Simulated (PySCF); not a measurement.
C5H8S2Si.
Z-matrix (Å and degrees, PBE0-D3(BJ)/def2-SVP geometry), rows numbered from 1:
```
C 
S   1  1.8224
Si  2  2.1382  1   99.87
C   3  1.8649  2  109.29  1   -58.50
C   4  1.3812  3  127.29  2   -34.73
C   5  1.4200  4  113.46  3  -178.37
C   6  1.3727  5  112.25  4     0.02
S   7  1.7124  6  111.53  5    -0.24
H   1  1.0991  2  111.05  3    56.41
H   1  1.0991  2  111.25  3   -66.25
H   1  1.0982  2  106.71  3   175.15
H   3  1.4916  2  104.68  1  -179.56
H   3  1.4955  2  112.64  1    61.66
H   5  1.0922  4  122.24  3     2.16
H   6  1.0910  5  124.32  4  -179.82
H   7  1.0897  6  128.04  5  -179.78
```

Theory: PBE0-D3(BJ)/def2-SVP geometry optimisation, gas phase (PySCF 2.14.0).

Masses are those of the commonest isotopes; rigid-rotor values at the optimised geometry. The values belong to one conformer with, in the numbering `[CH3:1][S:2][SiH2:3][c:4]1[cH:5][cH:6][cH:7][s:8]1`, C1–S2–Si3–C4 -59°, S2–Si3–C4–C5 -35°.

**Question.** What are A, B and C (MHz)?

**Answer.** Ia = 201.83, Ib = 723.92, Ic = 801.27 u·Å²; 505379 MHz·u·Å²/I gives A = 2504, B = 698.1, C = 630.7 MHz.

**Question.** Classify the top.

**Answer.** A near-prolate asymmetric top. Ray's parameter κ = (2B − A − C)/(A − C) = -0.928; −1 is the prolate and +1 the oblate limit.

**Question.** What does the inertial defect say?

**Answer.** Not planar: Δ = Ic − Ia − Ib = -124.49 u·Å². For a rigid frame Δ = −2 Σ m c², so Σ m c² = 62.24 u·Å² lies off the ab plane: 14.97 from hydrogen and 47.28 from heavier atoms. The atom farthest from that plane is 2.18 Å away.

**Question.** Give the other two planar moments, Paa and Pbb, and the rms extents of the mass along the axes.

**Answer.** Paa = Σ m a² = (Ib + Ic − Ia)/2 = 661.68 and Pbb = Σ m b² = (Ia + Ic − Ib)/2 = 139.59 u·Å². With the mass M = 159.98 u, the rms extents √(P/M) along a, b and c are 2.03, 0.93, 0.62 Å.

**Question.** Give the coordinates in the principal-axis frame, origin at the centre of mass.

**Answer.** The sense of each axis is arbitrary; atoms in the order of the calculation.
| atom | mass (u) | a (Å) | b (Å) | c (Å) |
| --- | --- | --- | --- | --- |
| C1 | 12.000 | -2.304 | 0.982 | 1.380 |
| S2 | 31.972 | -2.646 | 0.264 | -0.260 |
| Si3 | 27.977 | -1.020 | -1.118 | -0.401 |
| C4 | 12.000 | 0.591 | -0.191 | -0.253 |
| C5 | 12.000 | 0.872 | 1.078 | -0.719 |
| C6 | 12.000 | 2.211 | 1.485 | -0.477 |
| C7 | 12.000 | 2.939 | 0.519 | 0.173 |
| S8 | 31.972 | 1.993 | -0.872 | 0.491 |
| H9 | 1.008 | -1.292 | 1.407 | 1.422 |
| H10 | 1.008 | -2.427 | 0.233 | 2.176 |
| H11 | 1.008 | -3.038 | 1.785 | 1.532 |
| H12 | 1.008 | -1.192 | -1.769 | -1.733 |
| H13 | 1.008 | -1.057 | -2.161 | 0.670 |
| H14 | 1.008 | 0.121 | 1.697 | -1.215 |
| H15 | 1.008 | 2.622 | 2.453 | -0.767 |
| H16 | 1.008 | 3.982 | 0.561 | 0.486 |

**Question.** Where do the levels up to J = 2 lie, in K?

**Answer.** Above 0(0,0), as E/k:
J = 1: 1(0,1) 0.064, 1(1,1) 0.150, 1(1,0) 0.154
J = 2: 2(0,2) 0.191, 2(1,2) 0.275, 2(1,1) 0.284, 2(2,1) 0.544, 2(2,0) 0.545

**Question.** Which lines would a microwave search look for?

**Answer.** The dipole components are |μa| = 1.31 D, |μb| = 1.02 D, |μc| = 1.07 D. The squared components, which scale the intensities, stand as 1.00 : 0.61 : 0.67 (a : b : c). Some lines, for components of 0.1 D or more:

```tsv
type	branch	J(Ka,Kc)	MHz	lower level (cm⁻¹)
c	Q	5(1,5) ← 5(0,5)	1386	0.663
c	Q	2(1,2) ← 2(0,2)	1740	0.133
b	R	3(0,3) ← 2(1,2)	2239	0.191
a	R	2(1,1) ← 1(1,0)	2725	0.107
a	R	3(0,3) ← 2(0,2)	3979	0.133
a	R	3(2,1) ← 2(2,0)	3994	0.378
a	R	4(0,4) ← 3(0,3)	5297	0.266
a	R	4(3,1) ← 3(3,0)	5319	0.818
c	Q	2(2,1) ← 2(1,1)	5417	0.198
b	R	3(1,3) ← 2(0,2)	5625	0.133
b	Q	5(2,4) ← 5(1,5)	6031	0.709
b	R	4(1,4) ← 3(0,3)	6822	0.266
c	R	2(2,0) ← 1(1,0)	8144	0.107
c	R	5(1,4) ← 4(0,4)	9003	0.442
b	Q	5(3,2) ← 5(2,3)	9151	0.912
b	Q	4(3,2) ← 4(2,3)	9204	0.689
b	R	5(2,4) ← 4(1,3)	11825	0.516
c	R	5(2,4) ← 4(1,4)	12499	0.493
b	Q	5(4,2) ← 5(3,3)	12871	1.217
b	R	3(3,0) ← 2(2,1)	13185	0.378
c	R	4(3,2) ← 3(2,2)	14518	0.511
c	Q	5(5,1) ← 5(4,1)	16552	1.647
b	R	5(5,1) ← 4(4,0)	23200	1.425
b	R	5(5,0) ← 4(4,1)	23200	1.425
```

**Question.** Estimate the classical rotational partition function at 10 K, 100 K and 298.15 K.

**Answer.** Point group C1, symmetry number σ = 1; q = (√π/σ)·√((kT/h)³/(ABC)), k/h = 20836.6 MHz/K: 5080 at 10 K, 161000 at 100 K, 827000 at 298.15 K.

Not checked by PBE0-D3(BJ)/def2-SVP frequencies. These are rigid-rotor constants of the computed structure; measured ground-state constants (B0) also hold zero-point vibration. A rigid rotor knows nothing of internal rotation, which can split or shift real lines.

Hardware: one thread, Arm Neoverse V1, shared host. Cost: 2.9 min wall. These figures are those of the optimisation.
